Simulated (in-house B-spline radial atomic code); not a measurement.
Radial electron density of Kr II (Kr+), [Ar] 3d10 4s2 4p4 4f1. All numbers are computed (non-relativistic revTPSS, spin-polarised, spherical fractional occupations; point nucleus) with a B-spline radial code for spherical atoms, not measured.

Columns: r (bohr), 4πr²n(r) (electrons per bohr), bar.

```
 0.00177    1.119 #
 0.00223    1.718 #
 0.00281    2.616 ##
 0.00355    3.959 ###
 0.00447    5.875 #####
 0.00564    8.598 #######
 0.00711    12.29 ##########
 0.00896     17.1 ##############
  0.0113       23 ###################
  0.0142    29.54 #########################
   0.018    36.26 ##############################
  0.0226    41.44 ###################################
  0.0286    44.06 #####################################
   0.036     43.2 ####################################
  0.0454    39.78 #################################
  0.0572    36.77 ###############################
  0.0721     37.8 ################################
   0.091    44.05 #####################################
   0.115    51.39 ###########################################
   0.145    52.33 ############################################
   0.182    44.25 #####################################
    0.23    33.33 ############################
    0.29    30.08 #########################
   0.365     34.7 #############################
   0.461    36.73 ###############################
   0.581    29.03 ########################
   0.732    16.87 ##############
   0.923    8.481 #######
    1.16    5.733 #####
    1.47    4.942 ####
    1.85    3.489 ###
    2.33    1.687 #
    2.94   0.5121 
    3.71   0.1166 
    4.68  0.06735 
    5.89   0.1067 
    7.43   0.1475 
    9.37   0.1356 
    11.8  0.05724 
    14.9  0.01267 
    18.8 0.001294 
    23.7 4.877e-05 
    29.9 6.593e-07
```

On this grid the curve has 4 maxima, near 0.0286, 0.145, 0.461, 7.43 bohr.

The 4p up radial function P(r) = rR(r), positive near the nucleus:

```json
{"r (bohr)": "0.00281", "P": "0.001249"}
{"r (bohr)": "0.00447", "P": "0.003068"}
{"r (bohr)": "0.00711", "P": "0.007402"}
{"r (bohr)": "0.0113", "P": "0.01734"}
{"r (bohr)": "0.018", "P": "0.03899"}
{"r (bohr)": "0.0286", "P": "0.08124"}
{"r (bohr)": "0.0454", "P": "0.1505"}
{"r (bohr)": "0.0721", "P": "0.2289"}
{"r (bohr)": "0.115", "P": "0.2365"}
{"r (bohr)": "0.182", "P": "0.0515"}
{"r (bohr)": "0.29", "P": "-0.2907"}
{"r (bohr)": "0.461", "P": "-0.3727"}
{"r (bohr)": "0.732", "P": "0.1164"}
{"r (bohr)": "1.16", "P": "0.7364"}
{"r (bohr)": "1.85", "P": "0.7717"}
{"r (bohr)": "2.94", "P": "0.3174"}
{"r (bohr)": "4.68", "P": "0.04274"}
{"r (bohr)": "7.43", "P": "0.001256"}
```
